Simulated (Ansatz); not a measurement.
Reaction (isomerisation): `F[SiH]1[CH2][GeH2][O]1` → `O=[C]([SiH3])[GeH2][F]`

Program: Ansatz. Geometries: PBE0-D4/def2-TZVP. ΔE: electronic, gas phase. CCSD(T)/CBS adds triple-zeta CCSD(T) − MP2 to the extrapolated MP2 energy (def2 sets, frozen cores). DFT in def2-TZVPP. B3LYP here is the variant with VWN-RPA as its local correlation; programs differ in this. For Ge outer-core shells are correlated without core-valence functions, which leaves a few kJ/mol of doubt a bond. Scalar relativity is left out up to krypton. Each species was taken in one conformer, which may not be the lowest.

`F[SiH]1[CH2][GeH2][O]1`:

Z-matrix (Å, degrees):
```
Si
C 1 1.879
Ge 1 2.572 2 49.6
F 1 1.594 2 112.1 3 114.8
O 1 1.643 2 94.7 3 -1.2
H 1 1.479 2 118.5 3 -121.1
H 2 1.090 1 116.2 3 113.7
H 2 1.090 1 116.0 3 -115.2
H 3 1.535 1 122.5 2 99.8
H 3 1.535 1 123.1 2 -98.0
```

`O=[C]([SiH3])[GeH2][F]`:

Cartesian coordinates in Å:
```
O -1.176 -1.074 -1.350
C -0.475 -0.484 -0.566
Si 1.066 -1.300 0.280
Ge -0.935 1.435 -0.124
F 0.299 1.906 1.024
H 1.195 -2.696 -0.203
H 2.258 -0.490 -0.078
H 0.852 -1.251 1.748
H -2.285 1.578 0.595
H -0.800 2.377 -1.329
```

```tsv
level	ΔE (eV)
PBE-D4	3.53
B3LYP-D4	3.59
PBE0	3.82
MP2/def2-QZVPP	4.20
```

Q: What does CCSD(T)/CBS give? (Best estimate.)

A: The calculation gave: +3.99 eV. The listed levels differ from it by -0.46, -0.40, -0.17, 0.21 eV.

Largest T1 diagnostic among the species: 0.014.

From PBE to PBE0 (25 % exact exchange), in def2-TZVPP and without D4, ΔE moves by +0.30 eV. In def2-TZVPP, CCSD(T) changes the Hartree–Fock value by +0.13 eV (the triples alone add −0.03 eV) and MP2 by +0.38 eV.
